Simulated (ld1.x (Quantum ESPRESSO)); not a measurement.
**u(r) = r·R(r): atom against pseudo-atom (Cu)**

Columns: radius, all-electron u(r) and pseudo u(r) of the 3d shell (level -5.32 eV) of copper in the configuration [Ar] 3d10 4s1 4p0; LDA (PZ), scalar-relativistic, TM semilocal scheme, ld1.x (Quantum ESPRESSO) 7.5.

```tsv
r (bohr)	all-electron	pseudo
0.128	0.1733	0.0977
0.255	0.5470	0.4986
0.382	0.8235	0.8522
0.510	0.9499	0.9619
0.638	0.9673	0.9674
0.765	0.9263	0.9263
0.893	0.8592	0.8592
1.020	0.7848	0.7848
1.148	0.7106	0.7106
1.275	0.6416	0.6416
1.402	0.5785	0.5785
1.530	0.5213	0.5213
1.658	0.4701	0.4701
1.785	0.4247	0.4247
1.912	0.3842	0.3842
2.040	0.3479	0.3479
2.168	0.3153	0.3153
2.295	0.2864	0.2864
2.422	0.2605	0.2605
2.550	0.2370	0.2370
2.678	0.2159	0.2159
2.805	0.1970	0.1970
2.932	0.1798	0.1798
3.060	0.1642	0.1642
3.188	0.1500	0.1500
3.315	0.1373	0.1373
```

Problem. How many radial nodes do the two functions have?

Solution. The all-electron 3d function has n − l − 1 = 0; the pseudo-wave has 0.

Problem. At about which radius was the pseudo-wave matched?

Solution. 0.70 bohr, where the columns begin to agree (steps of 0.13 bohr).

Problem. Is the pseudo-wave norm-conserving?

Solution. Yes: the TM semilocal scheme keeps the norm inside the radius equal to the all-electron one, which fixes the energy derivative of the logarithmic derivative at the level.
